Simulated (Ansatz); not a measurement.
Cost and result up the ladder for Hg₃H₁₂Se₃ (18 atoms). Total charge 0; singlet. Geometry: PBE-D4/def2-SVP.

```xyz
18

Hg   -2.538   -1.120   -2.844
Hg    1.067   -2.569    2.833
Hg    1.474    3.690    0.006
Se   -0.637    1.538   -1.697
Se    1.512    0.676    1.711
Se   -0.894   -2.207    0.002
H    -1.283   -1.648   -3.810
H    -3.853   -0.619   -1.945
H     2.356   -3.098    1.914
H    -0.197   -2.100    3.818
H     2.771    3.215   -0.931
H     0.211    4.250    0.943
H    -0.099    1.882   -3.036
H    -1.727    2.534   -1.845
H     2.990    0.632    1.829
H     1.392    1.292    3.056
H    -0.459   -3.490   -0.602
H    -2.087   -2.856    0.598
```

Ansatz on 4 threads of AMD EPYC 9B14 on a shared host. Times are rough, and most runs start from the orbitals of an earlier one. PBE0-D4/def2-TZVP serves as the yardstick here, not as an exact answer. Differences are given only for rows in sets of like size (and for xTB, whose basis is part of the method), since another set adds its own error. Binding counts from free atoms at the same level (Hg singlet, Se triplet, H doublet; other spins of the atoms weren't run), without zero-point energy or a counterpoise term.

In the def2 sets Hg takes a core potential; there is no spin–orbit coupling. B3LYP takes the VWN-RPA correlation. Correlated methods freeze 27 core orbitals; core or outer-core shells of Hg, Se are correlated, in sets that lack core-valence functions. The rows differ in basis, and correlated rows in double-zeta sets carry the largest basis error. In the singlet geometry the species has come apart into loosely held pieces.

Correlated methods converge slowly with the basis, most of all in double-zeta sets.

```tsv
level	functions	binding energy per atom (eV)	difference from PBE0-D4/def2-TZVP (eV)
B3LYP-D4/def2-TZVP	345	1.85	0.03
PBE-D4/def2-TZVP (with forces)	345	1.84	0.02
BHLYP-D4/def2-TZVP	345	1.82	0.00
r2SCAN-D4/def2-TZVP	345	1.87	0.05
MP2/def2-SVP	252	1.60	–
PBE0-D4/def2-TZVP	345	1.82	0.00
PBE-D4/def2-SVP	252	1.82	–
PBE0-D4/def2-SVP	252	1.79	–
r2SCANh-D4/def2-TZVP	345	1.86	0.04
```

Question: Estimate how long each takes.

Answer: PBE-D4/def2-SVP 3.2 s; PBE-D4/def2-TZVP (with forces) 6 s; PBE0-D4/def2-SVP 7 s; MP2/def2-SVP 9 s; r2SCAN-D4/def2-TZVP 11 s; B3LYP-D4/def2-TZVP 13 s; BHLYP-D4/def2-TZVP 13 s; PBE0-D4/def2-TZVP 14 s; r2SCANh-D4/def2-TZVP 18 s. On shared hardware such times vary by a factor of up to 3.
